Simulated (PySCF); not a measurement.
B3LYP has the VWN-RPA correlation part, as in Gaussian. 

Z-matrix (Å, degrees):
```
B
N 1 1.6287
H 2 1.0249 1 110.04
H 2 1.0249 3 108.89 1 120.70
H 2 1.0249 3 108.89 4 118.60
Cl 1 1.8388 2 104.60 3 59.59
Cl 1 1.8388 2 104.60 3 179.59
Cl 1 1.8388 2 104.59 3 -60.41
```
Charge 0, spin multiplicity 1.

**Question.** Estimate the total energy, charge on the central atom (meta-Löwdin) and charge on the central atom (Mulliken) that B3LYP-D3(BJ)/def2-TZVP // B3LYP-D3(BJ)/def2-SVP in PySCF returns for this input.

**Answer.** 
- total energy = -1462.3020 Ha
- charge on the central atom (meta-Löwdin) = 0.09 e
- charge on the central atom (Mulliken) = 0.22 e
